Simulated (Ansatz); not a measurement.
Mulliken charges of C2H3BBrF, SMILES `B/C(Br)=C\F` from B3LYP/def2-TZVPP in Ansatz (PBE0-D4/def2-TZVP geometry).

```tsv
atom	x (Å)	y (Å)	z (Å)	charge (e)
B1	0.343	1.285	0.048	-0.101
C2	0.341	-0.237	0.170	-0.067
Br3	1.814	-1.149	0.954	-0.072
C4	-0.654	-1.031	-0.244	0.155
F5	-1.746	-0.550	-0.809	-0.157
H6	-0.601	1.817	-0.450	0.052
H7	1.269	1.923	0.442	0.053
H8	-0.673	-2.114	-0.166	0.137
```

**Question.** By hand: the dipole of these point charges (1 e Å = 4.8032 D).

**Answer.** Σ q r = (-0.072, -0.198, -0.018) e Å, of length 0.211 e Å = 1.01 D.

**Question.** How does the dipole of the full density compare? (Estimate.)

**Answer.** The calculation gave: (-0.139, -0.186, -0.052) e Å, 1.14 D; the point charges give 0.89 times that, at 18° from its direction.

Point charges leave out the atoms' own dipoles, such as those of lone pairs, and Mulliken's split depends on the basis, so the two needn't agree.

B3LYP here is the variant with VWN-RPA as its local correlation; programs differ in this.
